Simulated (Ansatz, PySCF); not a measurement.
trans-(1R,2R)-1-ethenyl-2-methylcyclopropane (C6H10), SMILES C(=C)[C@H]1C[C@H]1C.

Geometry: B3LYP-D3(BJ)/def2-SVP. Other conformers were not sampled.

Vertical ionisation energy (IE) and electron affinity (EA) in eV. Rows of orbital energies are one-electron estimates. Where ΔSCF, EOM or ADC give a negative EA the extra electron is unbound and the value depends on the basis.

```
level                                                                  IE     EA
-------------------------------------------------------------------  ----  -----
−ε(HOMO), −ε(LUMO), HF/def2-TZVP (PySCF)                             9.35  -3.85
−ε(HOMO), −ε(LUMO), PBE/def2-TZVP (PySCF)                             [?]    [?]
ΔSCF, PBE0/def2-SVPD (Ansatz), final states of multiplicity 2 and 2  8.95  -1.82
ΔSCF, PBE/def2-SVPD (Ansatz), final states of multiplicity 2 and 2   8.78  -1.58
```

Q: What belongs in the gaps? (An estimate is asked for; the answer gives what the named calculation found.)

A: 
- −ε(HOMO), −ε(LUMO), PBE/def2-TZVP (PySCF), IE: 5.87
- −ε(HOMO), −ε(LUMO), PBE/def2-TZVP (PySCF), EA: 0.81

Q: What vertical singlet–triplet gap does ΔSCF give with PBE0/def2-SVPD (Ansatz, an electronic-structure program) and with PBE/def2-SVPD (Ansatz)? (An estimate is asked for; the answer gives what the named calculation found.)

A: 4.12 and 4.23 eV (triplet above singlet where positive).
